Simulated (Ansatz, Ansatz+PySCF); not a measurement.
```yaml
atoms:
  - { symbol: O, position_ang: [0.0000, 0.0000, -1.5475] }
  - { symbol: C, position_ang: [0.0000, 0.0000, -0.4836] }
  - { symbol: S, position_ang: [0.0000, 0.0000, 0.9551] }
```

Basis set: def2-SVP (spherical functions). Frozen core: 7 orbitals. Charge 0, multiplicity 1.

Computed with Ansatz (development build ahead of 0.2.0); each method stands on the lowest determinant of its kind that the runs found. Restricted open shells among the atoms or ions are ROHF, correlated in semicanonical orbitals with singles.

(1) Give the atomization energy at this shape (free ground-state atoms in the same class of orbitals less the molecule, no zero-point energy) of singlet COS by RHF-CCSD(T), RHF-CCSD, RHF-MP2, RHF, UHF.

Results:

(1)

```
     method  atomization energy
RHF-CCSD(T)     282.71 kcal/mol
   RHF-CCSD     274.30 kcal/mol
    RHF-MP2     301.42 kcal/mol
        RHF     195.16 kcal/mol
        UHF     187.05 kcal/mol
```

Caution: the shape is not the minimum.
